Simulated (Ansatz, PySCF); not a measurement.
C2H5ClSi, SMILES [SiH3]/C=C\Cl.

The structure is a stationary point at ωB97X-D3(BJ)/def2-SVP. The structure was generated by enumeration; whether it is a known compound was not checked.

Vertical ionisation energy (IE) and electron affinity (EA) in eV. Rows of orbital energies are one-electron estimates. Where ΔSCF, EOM or ADC give a negative EA the extra electron is unbound and the value depends on the basis.

```json
[
 {"level": "−ε(HOMO), −ε(LUMO), CAM-B3LYP/def2-TZVP (PySCF)", "IE": "8.97", "EA": "-0.21"},
 {"level": "−ε(HOMO), −ε(LUMO), PBE/def2-TZVP (PySCF)", "IE": "6.53", "EA": "1.87"},
 {"level": "ΔSCF, PBE0/def2-SVPD (Ansatz), final states of multiplicity 2 and 2", "IE": "?", "EA": "?"},
 {"level": "ΔSCF, PBE/def2-SVPD (Ansatz), final states of multiplicity 2 and 2", "IE": "9.61", "EA": "-0.84"}
]
```

Fill in the missing entries. (Estimate from the structure and the level; the computed values follow.)


- ΔSCF, PBE0/def2-SVPD (Ansatz, a program for electronic structure), final states of multiplicity 2 and 2, IE: 9.81
- ΔSCF, PBE0/def2-SVPD (Ansatz), final states of multiplicity 2 and 2, EA: -0.85

What vertical singlet–triplet gap does ΔSCF give with PBE0/def2-SVPD (Ansatz) and with PBE/def2-SVPD (Ansatz)? (Estimate from the structure and the level; the computed values follow.)

3.85 and 3.94 eV (triplet above singlet where positive).
